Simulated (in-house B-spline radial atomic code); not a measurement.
## Ge⁶⁺: [Ar] (3d3/2)4 (3d5/2)3 (5f7/2)1 (an excited or competing configuration)

All numbers are computed (Dirac-Hartree-Fock, average of the jj configuration; Fermi nucleus of rms radius 4.0742 fm) with a B-spline radial code for spherical atoms, not measured.

Effective charges: Z_r = [3n² - l(l+1)]/(2<r>) from the radius, Z_e = n√(-2ε) from the energy, and Slater's rules. Values are occupation-weighted means over j.

| shell | electrons | ε (eV) | <r> (bohr) | Z_r | Z_e | Slater |
| --- | --- | --- | --- | --- | --- | --- |
| 1s | 2 | -11325 | 0.04698 | 31.93 | 28.85 | 31.70 |
| 2s | 2 | -1595.1 | 0.2089 | 28.73 | 21.66 | 27.85 |
| 2p | 6 | -1406.9 | 0.1834 | 27.27 | 20.34 | 27.85 |
| 3s | 2 | -329.58 | 0.6043 | 22.34 | 14.77 | 20.75 |
| 3p | 6 | -268.18 | 0.6178 | 20.23 | 13.32 | 20.75 |
| 3d | 7 | -173 | 0.6285 | 16.71 | 10.70 | 11.90 |
| 5f | 1 | -27.261 | 4.342 | 7.26 | 7.08 | 7.00 |

The least bound orbital is 5f7/2 at -27.26 eV, and it is also the most diffuse (<r> = 4.342 bohr).

For the 1s electron the small component carries 1.34 % of the norm, the zero-frequency Breit interaction raises the level by 16.22 eV, self-energy by 8.384 eV, and vacuum polarisation lowers it by 0.8085 eV.
